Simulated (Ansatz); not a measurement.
All numbers were calculated with Ansatz.

A structure relaxed at PBE0-D4/def2-TZVP, charge 0, multiplicity 1:

| atom | x (Å) | y (Å) | z (Å) |
| --- | --- | --- | --- |
| C1 | -0.6341 | -0.9652 | 0.8538 |
| N2 | 0.5586 | -0.3173 | 0.2708 |
| Al3 | 0.2010 | 1.1571 | -1.0165 |
| Cl4 | -0.9056 | 0.1705 | -2.5229 |
| Cl5 | 2.1801 | 1.7019 | -1.5227 |
| Cl6 | -0.8663 | 2.5366 | 0.1772 |
| H7 | -0.3553 | -1.7595 | 1.5470 |
| H8 | -1.2361 | -1.3755 | 0.0448 |
| H9 | -1.2196 | -0.2093 | 1.3746 |
| H10 | 1.1463 | 0.0658 | 1.0078 |
| H11 | 1.1308 | -1.0050 | -0.2139 |

Give its formula and SMILES.

CH5AlCl3N, `C[NH2+][Al-]([Cl])([Cl])[Cl]`.

Point group (tolerance 0.08 Å, 0.16 Å for H)?

Cs.

Summarise the bond lengths by kind.

1 × C–N 1.477 Å; 3 × C–H 1.089 to 1.090 Å; 1 × Al–N 1.990 Å; 2 × H–N 1.018 Å; 3 × Al–Cl 2.114 Å.
